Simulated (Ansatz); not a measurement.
A geometry relaxed with B3LYP-D3(BJ)/def2-TZVP (Ansatz, a first-principles code), charge 0, multiplicity 1:

```xyz
5

N      0.8044    -0.0076    -0.0717
C      1.9578    -0.1013     0.1192
C     -0.5738     0.0323    -0.3292
O     -1.2536     0.9772    -0.0792
H     -0.9348    -0.9006    -0.7809
```

Question: Write the SMILES of this molecule.

Answer: `[C-]#[N+]C=O`
